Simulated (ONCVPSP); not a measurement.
## gallium (Ga): ONCV pseudisation with PBE, scalar-relativistic reference atom.

Ga (Z = 31), optimised norm-conserving Vanderbilt (ONCV), made with ONCVPSP 4.0.1 (PBE, scalar-relativistic). Core [Ne], reference 3s2 3p6 3d10 4s2 4p1. Waves: 3s+4s: rc 1.05 bohr, ncon 4, nbas 7, qcut 9.6 1/bohr, 2 projectors; 3p+4p: rc 1.05 bohr, ncon 5, nbas 8, qcut 14.5 1/bohr, 2 projectors; 3d: rc 1.00 bohr, ncon 4, nbas 9, qcut 15.8 1/bohr, local. Local part: the d channel. Core correction: Teter function, fcfact 5, rcfact 1.45.

Poles of the logarithmic derivatives, all-electron (AE) and pseudo (PS). s: poles at -4.3 (AE) and -4.3 (PS) Ha. p: poles at -2.4 (AE) and -2.4 (PS) Ha. d: poles at 1.0 (AE) and 1.1 (PS) Ha. Test radii: s 1.06, p 1.06, d 1.01 bohr.

- Cutoffs needed: 100 Ha and 111 Ha (the cutoffs (Ha) at which the residual kinetic energy of the hardest occupied pseudo-wave falls to 1 and 0.1 mHa per electron)
- Ghost test: ghosts flagged at negative energy: s at -1057.7 eV; no localised positive-energy state flagged; a true bound ghost makes a file unfit for plane-wave use
- Configuration tests: 1 of 4 tests not solved or not reliable
- rms error of d²Exc/dni dnj: 2.10 mHa without and 1.74 mHa with the model core
